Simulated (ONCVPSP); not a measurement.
# Ranking ONCV potentials for Hf

All share these settings but for the change named:

```json
{"Element": "hafnium", "Generator": "ONCVPSP 4.0.1", "Type": "optimised norm-conserving Vanderbilt (ONCV)", "Functional": "LDA (Perdew-Wang 92)", "Relativity": "non-relativistic", "Frozen core": "[Kr] 4d10 4f14", "Valence charge": "12", "Reference configuration": "5s2 5p6 5d2 6s1 (charge +1)", "Partial waves": "5s+6s: rc 2.35 bohr, ncon 3, nbas 7, qcut 5.4 1/bohr, 2 projectors; 5p: rc 2.25 bohr, ncon 4, nbas 9, qcut 5.4 1/bohr, 2 projectors, debl 3.1 Ha; 5d: rc 3.00 bohr, ncon 3, nbas 8, qcut 4.1 1/bohr, 2 projectors, debl 2.5 Ha", "Local potential": "polynomial inside 1.80 bohr (lpopt 5, dvloc0 6 Ha)", "Core correction": "Teter function, fcfact 5.75, rcfact 1.5"}
```

Test errors are all-electron minus pseudo excitation energies from the reference, over 5s2 5p6 5d2 6s2; 5s2 5p6 5d2 6s0; 5s2 5p6 5d1 6s0; 5s2 5p6 5d3 6s1. None of these files shows a bound ghost.

The base gives 78.6 meV.

Of 10 variants that were run, those that failed, showed a ghost or another fault, or gave nearly equal values are left out.

A variant can come out equal or close to the base, since the largest error may sit in a test that the change hardly touches while other tests move.

Rank these variants by their largest absolute test error, smallest first.
A. core correction none
B. all radii but the core radius scaled by about 1.34 (s 3.16, p 3.02, d 4.04 bohr); local potential polynomial inside 2.42 bohr (lpopt 5, dvloc0 6 Ha)
C. local potential polynomial inside 1.70 bohr (lpopt 5, dvloc0 0 Ha)

C (77.0 meV), A (93.1 meV), B (228.3 meV).
